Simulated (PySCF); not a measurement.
Input for PySCF: D3(BJ) and D4 dispersion corrections on BiH3O3 (SMILES [OH][Bi]([OH])[OH]), a point of a torsion scan.

```python
from pyscf import gto
from pyscf.dispersion import dftd3, dftd4

mol = gto.M(
    atom='''
    O    -1.01268358   -1.00058117   -0.47263928
    Bi   -0.22829157    0.66638208    0.46669299
    O     1.61575310   -0.05895554    0.01453860
    O    -0.35448552   -0.27356614    2.27632138
    H    -1.96718198   -1.02579460   -0.46620291
    H     1.54940404   -1.00066934   -0.13747275
    H     0.00487388   -1.15755786    2.22646199
    ''',
    basis='def2-svp',
    charge=0, spin=0, verbose=0, max_memory=1800)
d3, d4 = {}, {}
for xc in ['hf', 'pbe', 'blyp', 'revpbe', 'tpss', 'r2scan', 'b3lyp', 'pbe0', 'bhlyp', 'camb3lyp', 'b2plyp']:
    d3[xc] = float(dftd3.DFTD3Dispersion(mol, xc=xc, version='d3bj', atm=False).get_dispersion()['energy'])
    print(f'D3(BJ) {xc:10s} {d3[xc]:14.8f} Eh')
for xc in ['hf', 'pbe', 'blyp', 'revpbe', 'tpss', 'r2scan', 'b3lyp', 'pbe0', 'bhlyp', 'camb3lyp', 'b2plyp']:
    d4[xc] = float(dftd4.DFTD4Dispersion(mol, xc={'camb3lyp': 'cam-b3lyp'}.get(xc, xc), atm=True).get_dispersion()['energy'])
    print(f'D4     {xc:10s} {d4[xc]:14.8f} Eh')
```

Program output:

```
D3(BJ) hf            -0.04042375 Eh
D3(BJ) pbe           -0.00468307 Eh
D3(BJ) blyp          -0.01069441 Eh
D3(BJ) revpbe        -0.01134038 Eh
D3(BJ) tpss          -0.00606893 Eh
D3(BJ) r2scan        -0.00124000 Eh
D3(BJ) b3lyp         -0.00889457 Eh
D3(BJ) pbe0          -0.00420529 Eh
D3(BJ) bhlyp         -0.00762304 Eh
D3(BJ) camb3lyp      -0.00407309 Eh
D3(BJ) b2plyp        -0.00446331 Eh
D4     hf            -0.01814249 Eh
D4     pbe           -0.00527382 Eh
D4     blyp          -0.01157994 Eh
D4     revpbe        -0.01469327 Eh
D4     tpss          -0.00708787 Eh
D4     r2scan        -0.00116339 Eh
D4     b3lyp         -0.00864510 Eh
D4     pbe0          -0.00442123 Eh
D4     bhlyp         -0.00716520 Eh
D4     camb3lyp      -0.00451977 Eh
D4     b2plyp        -0.00362425 Eh
```

The run finished.

Cost: about 0.03 core-seconds (a rough figure).
